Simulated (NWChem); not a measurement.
Species: C₂H₅NOSi; SMILES N[Si@H]1C=CO1

```xyz
10

N     -0.0422    -1.9094     0.4614
Si    -0.0233    -0.4430    -0.4140
C     -1.0972     0.9670     0.0891
C      0.0695     1.6244     0.2626
O      1.1496     0.7913     0.0206
H      0.4281    -2.7405     0.1269
H     -0.2122    -1.9373     1.4587
H      0.1694    -0.8148    -1.8352
H     -2.1046     1.3438     0.1824
H      0.3051     2.6549     0.5278
```
Atoms are numbered in this order, from 1.

Results from NWChem. Pople sets run with spherical d functions. Coordinates come from a B3LYP/6-31G* (spherical d) optimisation. Level: B3LYP/6-31G* with SMD (1 M gas to 1 M solution), gas-phase geometry. Reactions with the solvent are ignored.

For solvent toluene:

| Item | Result |
|---|---|
| cavity-dispersion-structure term (kcal/mol) | 0.5 |
| dipole in solution (D) | 1.86 |

Q: What are these values for solvent water?

A: 
* **cavity-dispersion-structure term (kcal/mol)**: 4.3
* **dipole in solution (D)**: 2.16
